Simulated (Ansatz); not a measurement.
One change: `C[SiH2]NC=S` becomes `C[SiH2]NPS`.

Ansatz, PBE0-D4/def2-TZVP geometries, multiplicity 1. Each molecule was computed in one conformer, which needn't be the lowest.

```json
{"property": "HOMO energy (PBE/def2-TZVPP) / eV", "`C[SiH2]NC=S`": "-5.20"}
{"property": "LUMO energy (ωB97M-V/def2-TZVPP) / eV", "`C[SiH2]NC=S`": "0.84"}
{"property": "HOMO–LUMO gap (ωB97M-V/def2-TZVPP) / eV", "`C[SiH2]NC=S`": "9.40"}
{"property": "HOMO–LUMO gap (B3LYP/def2-TZVPP) / eV", "`C[SiH2]NC=S`": "4.70"}
{"property": "size of the dipole moment (PBE/def2-TZVPP) / D", "`C[SiH2]NC=S`": "3.25"}
{"property": "LUMO energy (B3LYP/def2-TZVPP) / eV", "`C[SiH2]NC=S`": "-1.43"}
```

(1) Give the same properties after the change, and the shifts. (Best estimate.)

Results:

(1) Computed: 
```csv
property,`C[SiH2]NPS`,shift
HOMO energy (PBE/def2-TZVPP) / eV,-6.06,-0.86
LUMO energy (ωB97M-V/def2-TZVPP) / eV,1.67,0.83
HOMO–LUMO gap (ωB97M-V/def2-TZVPP) / eV,11.11,1.71
HOMO–LUMO gap (B3LYP/def2-TZVPP) / eV,6.74,2.04
size of the dipole moment (PBE/def2-TZVPP) / D,1.97,-1.28
LUMO energy (B3LYP/def2-TZVPP) / eV,-0.30,1.13
```

With PBE0 the HOMO falls by 0.91 eV and the LUMO rises by 1.16 eV, so the gap widens by about 2.07 eV. PBE moves the HOMO by -0.86 eV and ωB97M-V by -0.88 eV. Dipoles are sizes alone; their direction can turn.

B3LYP here is the variant with VWN-RPA as its local correlation; programs differ in this.
